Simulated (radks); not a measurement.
The numbers below are computed, except where a source is named.
Problem. Species: the germanium ion Ge+. Configuration: [Ar] 3d10 4s2 4p1. Level of theory: Dirac Kohn-Sham, BLYP, spin-unpolarised, spherical densities, finite nucleus; open shells fill j = l - 1/2 first; Fermi nuclear charge, rms radius 4.0742 fm (a radial shooting solver on a logarithmic mesh with Libxc functionals).

Spin-orbit splittings of the eigenvalues, e(l+1/2) - e(l-1/2), with zeta = 2 splitting/(2l+1) and mean radii in bohr:

| shell | occ. | splitting (eV) | zeta (eV) | <r> j=l-1/2 | <r> j=l+1/2 |
|---|---|---|---|---|---|
| 2p | 6 | 31.90 | 21.27 | 0.1812 | 0.1848 |
| 3p | 6 | 4.287 | 2.858 | 0.6398 | 0.6506 |
| 3d | 10 | ? | ? | 0.7325 | 0.7378 |
| 4p | 1 | 0.2449 | 0.1633 | 2.538 | 2.579 |

Estimate the 3d splitting.

Solution. 0.5865 eV (zeta = 0.2346 eV).
